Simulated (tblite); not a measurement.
Species: C7H6ClS (doublet state).
Structure used (GFN2-xTB), in Å, numbered top down from 1:
```
atom  x, y, z in Å
C1    -2.1357    0.7058    0.1380
C2    -1.7206   -0.3462   -0.8305
Cl3   -3.0140   -1.0674   -1.7316
C4    -0.4751   -0.7777   -1.0684
C5     0.7355   -0.3295   -0.4489
C6     1.9920   -0.8192   -0.7378
C7     2.9635   -0.1847    0.0299
C8     2.5700    0.7519    0.8844
S9     0.8211    0.9158    0.7780
H10   -1.6571    1.6547   -0.1056
H11   -3.2131    0.8407    0.1184
H12   -1.8314    0.4335    1.1491
H13   -0.3285   -1.5538   -1.8077
H14    2.1806   -1.5881   -1.4627
H15    3.1084    1.3722    1.5679
```

Computed with GFN2-xTB (tblite): harmonic, unscaled wavenumbers at the GFN2-xTB geometry, gas phase. Errors from tens to a few hundred cm⁻¹ against measured bands are possible. One conformer, not necessarily the lowest. Open shells enter through the occupations alone, without spin polarisation, and single modes of such species can be off by tens of per cent.

Harmonic wavenumbers (cm⁻¹): 48.8, 92.4, 137.5, 156.5, 244.5, 272.3, 292.5, 395.6, 404.1, 450.0, 516.1, 566.9, 674.5, 684.8, 706.7, 735.2, 748.7, 779.8, 849.5, 999.3, 1023.2, 1047.0, 1087.5, 1104.2, 1204.1, 1273.5, 1319.1, 1397.1, 1429.5, 1454.9, 1455.9, 1538.9, 1639.6, 2989.8, 3004.5, 3057.7, 3069.1, 3145.8, 3190.9.

A = 3382, B = 628.8, C = 531.9 MHz; mass 156.988 u (most abundant isotopes); point group Cs, symmetry number 1; spin multiplicity 2.

Question: Zero-point energy?

Answer: Half the sum of the wavenumbers: 22594 cm⁻¹ = 270.29 kJ/mol.

Question: Give the ideal-gas entropy at 298.15 K and 1 bar in the rigid-rotor, harmonic-oscillator model (classical rotation).

Answer: Translation 171.91, rotation 125.65, vibration 104.61, spin (R ln 2) 5.76: S = 407.9 J/(mol K).

Question: And Cp and H(298.15 K) − H(0)?

Answer: Cp = 148.23 J/(mol K), of which vibrations give 114.97 (their classical limit is 39 R = 324.3); H(298.15 K) − H(0) = 26.87 kJ/mol without the zero-point energy, 16.96 from vibrations.

Question: Blend soft modes into free rotors: weight 1/[1 + (100 cm⁻¹/ν̃)⁴] for the oscillator and the rest for a rotor with moment μB/(μ + B), μ = h/(8π²ν), B = 10⁻⁴⁴ kg m². What vibrational entropy results?

Answer: 97.55 J/(mol K) in place of 104.61, which changes −T·S at 298.15 K by +2.10 kJ/mol.

Question: Which modes carry the vibrational entropy at 298.15 K?

Answer: 48.8 cm⁻¹: 20.36; 92.4 cm⁻¹: 15.10; 137.5 cm⁻¹: 11.88; 156.5 cm⁻¹: 10.84; 244.5 cm⁻¹: 7.41; 272.3 cm⁻¹: 6.62 J/(mol K); the other 33 give 32.41 together.

Question: How do the functions run with temperature in this model?

Answer: 
```csv
T (K),S (J/(mol K)),Cp (J/(mol K)),H − H(0) (kJ/mol),G − H(0) (kJ/mol),ln q(vib)
100,295.1,71.1,5.04,-24.48,1.33
200,356.6,110.8,14.14,-57.19,3.51
300,408.9,148.9,27.15,-95.51,5.78
500,500.1,209.4,63.38,-186.66,10.35
800,611.3,262.4,134.99,-354.05,16.80
1000,672.3,284.1,189.77,-482.56,20.72
```

q(vib) and H(0) count from the zero-point level.

Question: What must be added to the electronic energy to get the Gibbs energy at 298.15 K and 1 bar?

Answer: ZPE + [H(298.15 K) − H(0)] − T·S = 270.29 + 26.87 − 121.63 = 175.53 kJ/mol.

Hindered rotation and anharmonicity are outside this model. Other conformers, if any are populated, would add a mixing term that is left out.

The run took 0.54 s of wall time on Arm Neoverse V2, one thread (shared host). The figure is for the frequency step alone.
